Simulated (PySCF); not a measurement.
# Ionisation energy of Tc²⁶⁺ by level of theory

Tc²⁶⁺ [Ne] 3s2 3p5 [3p1/2^2 3p3/2^3, M_J = 3/2] → Tc²⁷⁺ [Ne] 3s2 3p4 [3p1/2^2 3p3/2^2, M_J = 2], as a difference of total energies. All numbers are calculated (PySCF 2.14, the two-component X2C-1e Hamiltonian, in an uncontracted even-tempered set (19 s from 3.7 bohr⁻², ratio 2.4; 14 p from 4.8 bohr⁻², ratio 2.4; 5 d from 21 bohr⁻², ratio 2.6; 4 f from 31 bohr⁻², ratio 2.6)). Correlated levels: 1s2 frozen; the 56 highest virtual spinors dropped. "Screened" scales the spin-orbit matrix elements by Boettger's factors to mimic the two-electron term; Breit and QED terms are absent.

```json
{"method": "GHF (spin-free)", "ionisation energy (eV)": "1421.1"}
{"method": "GMP2 (spin-free)", "ionisation energy (eV)": "1422.1"}
{"method": "GHF (screened spin-orbit)", "ionisation energy (eV)": "1414.4"}
{"method": "GMP2 (screened spin-orbit)", "ionisation energy (eV)": "1415.3"}
```

Breit and QED terms and the two-electron picture change are absent.

The spin-free rows relax to the high-spin LS determinant and lack the spin-orbit shift.

The labels give the starting determinants; with spin-orbit coupling the two ends relaxed to ⟨J²⟩ = 3.75, ⟨L²⟩ = 2.01, ⟨S²⟩ = 0.75 and ⟨J²⟩ = 6.00, ⟨L²⟩ = 2.90, ⟨S²⟩ = 1.56.

For comparison: 1411.6 ± 1.5 eV (semi-empirical (NIST evaluation); NIST Atomic Spectra Database, ionization energies).
